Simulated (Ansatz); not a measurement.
`C=C[CH2][GeH2][F]` + `C[SeH]` → `C[Se][GeH2][F]` + propene at 600 K and 1 bar (ligand exchange at a Ge–C bond).

Computed with Ansatz on PBE0-D4/def2-TZVP structures; ΔE is electronic, products minus reactants. CBS: MP2 limit from def2 TZ/QZ plus the TZ coupled-cluster correction, frozen cores. For Ge, Se outer-core shells are correlated without core-valence functions, which leaves a few kJ/mol of doubt a bond. Scalar relativity is left out up to krypton. Each species was taken in one conformer, which may not be the lowest.

```json
{"species": "`C=C[CH2][GeH2][F]`", "CCSD(T)/CBS energy (Eh)": "-2294.28873", "H − E (kJ/mol)": "297.1", "S (J/(mol·K))": "454.5"}
{"species": "`C[SeH]`", "CCSD(T)/CBS energy (Eh)": "-2441.15625", "H − E (kJ/mol)": "149.5", "S (J/(mol·K))": "312.9"}
{"species": "`C[Se][GeH2][F]`", "CCSD(T)/CBS energy (Eh)": "-4617.72550", "H − E (kJ/mol)": "205.4", "S (J/(mol·K))": "445.8"}
{"species": "`C=CC`", "CCSD(T)/CBS energy (Eh)": "-117.74610", "H − E (kJ/mol)": "248.6", "S (J/(mol·K))": "323.1"}
```

H − E and S are ideal-gas, rigid-rotor, harmonic terms from PBE0-D4/def2-TZVP, for one conformer and one mirror image of each species. 1 Eh = 2625.50 kJ/mol, R = 8.31446 J/(mol·K).

Problem. By hand: ΔE, ΔH, ΔS and ΔG.

Solution. ΔE = (-4617.72550) + (-117.74610) − (-2294.28873) − (-2441.15625) = -0.02662 Eh = -69.9 kJ/mol. Δ(H − E) = 205.4 + 248.6 − 297.1 − 149.5 = 7.4, so ΔH = -62.5 kJ/mol. ΔS = 445.8 + 323.1 − 454.5 − 312.9 = 1.5 J/(mol·K). ΔG = -62.5 − 600 × (1.5)/1000 = -63.4 kJ/mol.

Problem. By hand: the equilibrium constant, and the temperature at which ΔG would vanish if ΔH and ΔS stayed fixed.

Solution. log₁₀ K = −ΔG/(RT ln 10) = 5.5. ΔH and −TΔS have one sign here, so there is no such temperature. One of them is within its doubt of zero, so this could turn.

The number of gas molecules stays the same, so ΔS is small and ΔH decides. A doubt of 5 kJ/mol in ΔE shifts log₁₀ K by 0.4 here. Other conformers and mirror images would add mixing entropy, several J/(mol·K) or more a flexible species. Modes under 60 cm⁻¹, often nearly free rotors, make the harmonic entropy too high. These are equilibria of isolated gas molecules and say nothing of rates. Largest T1 diagnostic: 0.011 (customary marks: 0.02 for closed shells, 0.045 for open ones).
